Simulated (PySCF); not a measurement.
**Pd⁴⁰⁺: ionisation energy**

Pd⁴⁰⁺ [He] 2s2 2p2 (3P) → Pd⁴¹⁺ [He] 2s2 2p1 (2P), as a difference of total energies. All numbers are calculated (PySCF 2.14, scalar relativity by spin-free X2C-1e, in an even-tempered Gaussian basis (19 s from 16 bohr⁻², ratio 2.2; 12 p from 21 bohr⁻², ratio 2.2; 6 d from 83 bohr⁻², ratio 2.4; 5 f from 120 bohr⁻², ratio 2.4; 4 g from 190 bohr⁻², ratio 2.4)). Correlated levels: nothing frozen; virtual orbitals above 40 to 60 times the deepest correlated orbital energy dropped. The calculations carry no spin-orbit coupling.

```csv
method,ionisation energy (eV)
UHF,6159.2
LDA,6155.1
PBE,6157.9
PBE0,6158.5
r2SCAN,6161.6
TPSS,6157.9
TPSSh,6158.1
MP2 (all electrons),6158.7
SCS-MP2 (all electrons),6158.3
```

Spin-orbit coupling is strong in these open shells (close to jj coupling). The scalar numbers leave it out and a first-order estimate fails, so it can dominate the gap to the real levels.

For this ion Breit and QED terms and the two-electron picture change, all absent here, outweigh the differences among the correlated methods.

For comparison: 6242 ± 7 eV (semi-empirical (NIST evaluation); NIST Atomic Spectra Database, ionization energies).
